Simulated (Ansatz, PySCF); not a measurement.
PbS, SMILES [S]=[Pb] (connectivity only; charge and spin as stated), neutral, multiplicity 1.

Geometry optimised at B3LYP-D3(BJ)/def2-TZVP. The def2 effective core potentials stand for the cores of Pb; spin–orbit coupling is left out.

Vertical ionisation energy (IE) and electron affinity (EA) in eV. Rows of orbital energies are one-electron estimates. Where ΔSCF, EOM or ADC give a negative EA the extra electron is unbound and the value depends on the basis.

```tsv
level	IE	EA
−ε(HOMO), −ε(LUMO), HF/def2-TZVPD (PySCF)	9.09	0.06
−ε(HOMO), −ε(LUMO), M06-2X/def2-TZVPD (PySCF)	7.81	1.70
−ε(HOMO), −ε(LUMO), PBE/def2-TZVPD (PySCF)	6.03	3.14
ΔSCF, PBE0/def2-TZVPD (Ansatz), final states of multiplicity 2 and 2	8.87	0.79
ΔSCF, PBE/def2-TZVPD (Ansatz), final states of multiplicity 2 and 2	9.02	0.68
```

Task: What vertical singlet–triplet gap does ΔSCF give with PBE0/def2-TZVPD (Ansatz, a first-principles code) and with PBE/def2-TZVPD (Ansatz)? (Estimate from the structure and the level; the computed values follow.)

Result: 2.33 and 2.60 eV (triplet above singlet where positive).
